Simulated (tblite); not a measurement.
C₅H₉O₂P.
SMILES with atom numbers: `[CH2:1]=[CH:2][P@:3](=[O:4])([OH:5])[C:6](=[CH2:7])[CH3:8]` (hydrogens: H9, H10 on C1; H11 on C2; H12 on O5; H13, H14 on C7; H15, H16, H17 on C8)

Computed with GFN2-xTB (tblite), gas phase: L-BFGS steps from a force-field or distance-geometry start until the largest atomic force falls under 0.01 eV/Å.

Step 0: E = -706.1837 eV
```
atom  x, y, z in Å  |  force x, y, z in eV/Å
C1      2.6166    0.7043    0.3318   -1.331  -0.317  -0.859
C2      1.5559    0.5595   -0.5009    2.697   0.856   1.042
P3      0.4616   -0.8106   -0.4357   -0.111  -2.571  -0.685
O4      0.8514   -2.1057    0.1836   -0.251   1.267   0.282
O5      0.1873   -1.1139   -2.0023   -0.337  -0.162  -0.515
C6     -1.0449   -0.0014    0.0714   -1.831   0.834   0.551
C7     -1.8406    0.7063   -0.7495    0.580  -0.486   0.513
C8     -1.3423   -0.1649    1.5366   -0.454   0.175   0.005
H9      3.2726    1.5613    0.2507   -0.091  -0.152   0.118
H10     2.8240   -0.0356    1.1004   -0.041   0.198  -0.283
H11     1.3794    1.3053   -1.2532   -0.201   0.064  -0.165
H12    -0.3049   -1.9532   -2.1132    0.556   0.686   0.251
H13    -2.7529    1.1828   -0.3784    0.489  -0.201  -0.232
H14    -1.5967    0.8163   -1.8020   -0.147  -0.034   0.302
H15    -1.4881   -1.2209    1.7700    0.203   0.031  -0.035
H16    -0.5266    0.2185    2.1514    0.068  -0.125  -0.133
H17    -2.2589    0.3642    1.8295    0.203  -0.064  -0.157
```

Q: Estimate the geometry and energy of step 1. (The exact step hangs on the optimiser's Hessian estimate; all steps are aligned on step 0, rigid shifts and turns removed.)

A: E = -706.3078 eV, largest force 2.176 eV/Å
```
atom  x, y, z in Å  |  force x, y, z in eV/Å
C1      2.5976    0.6997    0.3195    1.699   0.319   1.322
C2      1.5944    0.5717   -0.4860   -1.120  -0.373  -1.431
P3      0.4600   -0.8473   -0.4455   -0.579   1.282  -1.013
O4      0.8479   -2.0876    0.1876    0.328  -0.947   1.121
O5      0.1825   -1.1163   -2.0097    0.018   0.242  -0.461
C6     -1.0710    0.0105    0.0793    0.127  -0.539   0.809
C7     -1.8323    0.6993   -0.7421   -0.458   0.387  -0.401
C8     -1.3488   -0.1624    1.5367   -0.233   0.060   0.171
H9      3.2713    1.5591    0.2523   -0.231  -0.321   0.164
H10     2.8234   -0.0328    1.0963   -0.095   0.202  -0.343
H11     1.3766    1.3062   -1.2556   -0.038  -0.131   0.106
H12    -0.2969   -1.9434   -2.1096    0.166   0.036   0.058
H13    -2.7459    1.1799   -0.3818    0.397  -0.113  -0.209
H14    -1.5988    0.8158   -1.7977   -0.084  -0.091   0.337
H15    -1.4852   -1.2205    1.7695    0.163   0.044  -0.046
H16    -0.5256    0.2167    2.1495   -0.002  -0.118  -0.192
H17    -2.2560    0.3633    1.8273   -0.059   0.059   0.008
```

The energy changes by -0.1241 eV. The first-order estimate −F·Δx gives -0.4006 eV and the mean of the old and new forces, exact on a quadratic surface, -0.1172 eV. The step makes an angle of 0° with the force vector and moves no atom by more than 0.043 Å.

What follows is the cost of the whole relaxation. The run took 0.66 s of wall time on one thread, Arm Neoverse V1 (aarch64), shared host.
